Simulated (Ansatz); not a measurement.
`PO[AsH2]` + `[OH][AlH2]` → `[AlH2][O]P` + `O[AsH2]`  (ligand exchange at a P–O bond)

Computed with Ansatz on PBE0-D4/def2-TZVP structures; ΔE is electronic, products minus reactants. CCSD(T)/CBS is the MP2 limit (def2-TZVPP, def2-QZVPP) plus CCSD(T) − MP2 in def2-TZVPP, frozen cores. This one scheme is used for every species. DFT in def2-TZVPP. B3LYP here is the variant with VWN-RPA as its local correlation; programs differ in this. For As outer-core shells are correlated without core-valence functions, which leaves a few kJ/mol of doubt a bond. Scalar relativity is left out up to krypton. Each species was taken in one conformer, which may not be the lowest.

`PO[AsH2]`:

Z-matrix (Å, degrees):
```
P
O 1 1.649
H 1 1.425 2 98.4
H 1 1.426 2 98.5 3 93.2
As 2 1.810 1 118.2 3 134.5
H 5 1.528 2 94.5 1 -139.4
H 5 1.529 2 95.1 1 129.2
```

`[OH][AlH2]`:

Z-matrix (Å, degrees):
```
Al
O 1 1.696
H 1 1.585 2 119.7
H 1 1.577 2 116.0 3 -180.0
H 2 0.956 1 123.4 3 -0.0
```

`[AlH2][O]P`:

Cartesian coordinates in Å:
```
Al -1.074 -0.368 0.973
O -0.199 0.477 -0.200
P 0.777 0.483 -1.496
H -0.850 -1.927 1.096
H -2.057 0.484 1.862
H 1.737 1.445 -1.058
H 1.666 -0.593 -1.177
```

`O[AsH2]`:

Cartesian coordinates in Å:
```
O 0.346 -0.931 -0.498
As -0.378 0.653 -0.038
H 0.125 -1.098 -1.417
H -0.960 0.179 1.292
H 0.867 1.197 0.661
```

| level | ΔE (kJ/mol) | difference from CCSD(T)/CBS |
| --- | --- | --- |
| PBE-D4 | -4.2 | -0.3 |
| B3LYP-D4 | -6.4 | -2.5 |
| r2SCAN0-D4 | -8.3 | -4.4 |
| CAM-B3LYP-D4 | -7.2 | -3.3 |
| PBE-QIDH | -6.4 | -2.5 |
| r2SCAN | -7.1 | -3.2 |
| r2SCANh | -7.7 | -3.8 |
| LC-ωPBE | -7.1 | -3.2 |
| CCSD/def2-SVP | -7.9 | -4.0 |
| MP2/def2-QZVPP | -1.9 | 2.0 |
| CCSD(T)/CBS | -3.9 | 0 |

(1) What do rigid-rotor, harmonic-oscillator terms from PBE0-D4/def2-TZVP frequencies (298.15 K, 1 bar) make of the CCSD(T)/CBS value? (Best estimate.)

Largest T1 diagnostic among the species: 0.014.

## Answers

(1) Ansatz gave: ΔZPE = +0.9 kJ/mol, ΔH = -2.6 kJ/mol, ΔS = 2 J/(mol·K), ΔG = -3.1 kJ/mol. Modes under 50 cm⁻¹ make the entropy rough.

From BLYP to BHLYP (50 % exact exchange), in def2-TZVPP and without D4, ΔE moves by −4.2 kJ/mol. In def2-TZVPP, CCSD(T) changes the Hartree–Fock value by +10.2 kJ/mol (the triples alone add +2.0 kJ/mol) and MP2 by +12.9 kJ/mol. Leaving LDA and LC-ωPBE aside and taking each functional with its dispersion term where it has one, the values, not all of them listed here, spread over 5.6 kJ/mol, from BHLYP-D4 to revPBE-D4.
